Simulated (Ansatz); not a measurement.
(LiOH)3 ring (Li₃O₃H₃), relaxed as a singlet with RKS PBE0-D4/def2-SVP in Ansatz, starting from the GFN2-xTB geometry. Force threshold 0.02 eV/Å.

Start:

```xyz
9

Li    0.440   -0.405    1.385
O    -0.577    0.982    1.492
Li   -0.902    1.196   -0.186
O    -0.548    0.504   -1.723
Li    0.465   -0.787   -1.199
O     1.124   -1.486    0.231
H    -0.870    1.482    2.253
H    -0.829    0.758   -2.602
H     1.696   -2.244    0.349
```

| step | energy (eV) | largest force component (eV/Å) | SCF passes |
| --- | --- | --- | --- |
| 1 | -6797.7920 | 0.499 | 23 |
| 2 | -6797.8485 | 0.282 | 27 |
| 3 | -6797.8754 | 0.013 | 27 |

Force components are those of the run's own axes.

End:

```xyz
9

Li    0.468   -0.432    1.475
O    -0.579    0.984    1.497
Li   -0.962    1.272   -0.198
O    -0.550    0.505   -1.729
Li    0.494   -0.840   -1.277
O     1.126   -1.491    0.232
H    -0.870    1.488    2.259
H    -0.829    0.762   -2.609
H     1.703   -2.248    0.349
```

By distances, no bond broke or formed. The bond that changes most is Li1–O2, from 1.72 to 1.76 Å (atoms count from 1).

No frequencies were taken in this run, so the end may be a saddle point.

It took 4 s on 4 threads of Arm Neoverse V1 on a shared host.
